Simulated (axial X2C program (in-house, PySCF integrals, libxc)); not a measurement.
## Ω levels of PrSe from open-shell CI on f3 s0 d(πδ)0

Computed with an in-house all-electron X2C program for linear molecules (integrals from PySCF): two-component X2C with atomic mean-field Coulomb terms (Gaunt term off), basis Pr dyall-v3z, Se dyall-v3z (cores contracted in-house). Orbitals come from Hartree–Fock averaged over the configuration Pr f3 s0 d(πδ)0; CI then distributes these electrons over the f, s, d(πδ) shells of Pr.

R = 2.632 Å (near the minimum of the configuration average).

Active spinors (ω > 0):

| shell | ω | ε (eV) | character |
| --- | --- | --- | --- |
| f | 3/2 | 8.44 | 90% Pr f, 10% Pr d |
| f | 5/2 | 8.48 | 89% Pr f, 11% Pr d |
| f | 1/2 | 8.63 | 95% Pr f, 5% Pr d |
| f | 3/2 | 8.70 | 95% Pr f, 5% Pr d |
| f | 1/2 | 8.75 | 94% Pr f, 6% Pr d |
| f | 5/2 | 8.99 | 100% Pr f |
| f | 7/2 | 9.20 | 100% Pr f |
| s | 1/2 | -0.62 | 70% Pr s, 27% Pr p |
| d(πδ) | 3/2 | 2.64 | 86% Pr d, 8% Pr f, 6% Pr p |
| d(πδ) | 5/2 | 2.75 | 91% Pr d, 8% Pr f |
| d(πδ) | 3/2 | 7.00 | 90% Pr d, 9% Pr f |
| d(πδ) | 1/2 | 7.66 | 70% Pr d, 15% Pr f, 7% Se p |

Lowest levels of this model:

```
   Ω  energy (cm⁻¹)     g∥   μ (D)  configuration
 9/2              0   6.52  -13.03        100% f3
 7/2            121   4.94  -13.05        100% f3
 5/2            273   3.47  -13.01        100% f3
 3/2            388   2.04  -12.95        100% f3
 1/2            453   0.68  -12.92        100% f3
11/2           1353  10.57  -12.99        100% f3
 9/2           1494   8.59  -13.00        100% f3
 7/2           1620   6.72  -12.96        100% f3
 5/2           1746   4.81  -12.91        100% f3
 3/2           1831   2.91  -12.87        100% f3
 1/2           1883   0.97  -12.85        100% f3
13/2           2884  14.38  -12.96        100% f3
11/2           3015  12.14  -12.95        100% f3
 9/2           3148  10.00  -12.92        100% f3
 7/2           3296   7.82  -12.87        100% f3
 5/2           3415   5.61  -12.82         99% f3
 3/2           3504   3.38  -12.79         99% f3
 1/2           3553   1.12  -12.77         99% f3
15/2           4577  17.99  -12.93        100% f3
13/2           4651  15.60  -12.91        100% f3
11/2           4808  13.29  -12.87        100% f3
 9/2           4973  10.92  -12.82         99% f3
 7/2           5135   8.54  -12.77         99% f3
 5/2           5273   6.12  -12.74         99% f3
 3/2           5372   3.68  -12.72         99% f3
 1/2           5425   1.23  -12.71         99% f3
11/2          14733  12.02  -12.79         99% f3
```

g∥ is the magnitude of 2⟨Lz + ge Sz⟩ for the +Ω component. μ is positive if the Se end is positive.

**Question.** From Ω and g∥ of the lowest level, whose 2⟨Lz + ge Sz⟩ is positive, find ⟨Sz⟩ and ⟨Lz⟩ (ge = 2.0023).

**Answer.** Ω = ⟨Lz⟩ + ⟨Sz⟩ = 9/2 and ⟨Lz⟩ + ge⟨Sz⟩ = 3.260, so ⟨Sz⟩ = -1.24 and ⟨Lz⟩ = 5.74.

Occupations of the active spinors in the lowest level by ω, shell by shell in order of energy: -7/2: 0.00; -5/2: 0.00 0.00 0.00; -3/2: 0.00 0.00 0.00 0.00; -1/2: 0.06 0.05 0.00 0.00; 1/2: 0.88 0.02 0.00 0.00; 3/2: 0.71 0.23 0.00 0.00; 5/2: 0.06 0.94 0.00; 7/2: 0.06. The leading determinant has weight 0.66 among 98.

This point took 3.5 s on 1 thread of AMD EPYC 7R43 64-Core Processor (Zen 3) (shared host).

There is no dynamic correlation: spin–orbit spacings and, for f shells, spacings inside one term are the most reliable numbers, splittings between terms come out too wide, and energies between configurations are not reliable, so the lowest level need not be the ground state of the molecule. At most 4 roots were kept for each Ω > 0 (twice that for Ω = 0) within 2.2 eV of the lowest, so higher up levels can be missing between those listed; levels with Ω > 0 are doubly degenerate and listed once, Ω = 0 levels singly. States that fill the shells left empty in the average are placed too high.
